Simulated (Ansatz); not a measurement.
# Relaxing a trial structure of H4OSn2

The starting geometry of this gas-phase singlet was optimised with GFN2-xTB.

```tsv
atom	x (Å)	y (Å)	z (Å)
O	0.7114	-0.5497	-0.8534
Sn	-0.0273	1.7741	-0.2533
Sn	-1.2800	0.6903	2.1500
H	-1.6389	1.2963	-0.9693
H	-0.4973	-0.9359	1.7669
H	0.1301	-0.8382	-1.5598
H	0.4306	-1.0172	-0.0579
```

**Question.** Predict what it relaxes into with PBE0-D3(BJ)/def2-SVP.

**Answer.** A new bond forms, giving a structure with H4 bridging Sn3 and Sn2, given below by its coordinates. Contacts that close: Sn3–H4 (3.20 → 2.06 Å).

The energy falls by 0.34 eV over 12 steps:

```
step  E − E(last) (eV)
   1             0.337
   2             0.289
   3             0.208
   5             0.025
   6             0.006
   7             0.003
   8             0.001
  10             0.000
  11             0.000
  12             0.000
```

Final geometry (Å):

```xyz
7

O     0.7362   -0.5146   -0.7773
Sn    0.1253    1.7564   -0.4342
Sn   -1.3018    0.7930    1.8329
H    -1.6914    1.0315   -0.1746
H    -0.6417   -0.8324    1.3046
H     0.3265   -0.9317   -1.5467
H     0.2757   -0.8825    0.0185
```

No frequencies were run, so the end isn't proven a minimum. Atoms past krypton carry core potentials, without spin–orbit terms. Run with Ansatz 0.2.0, 23 s on 2 threads of Arm Neoverse V2, with other jobs on the host.
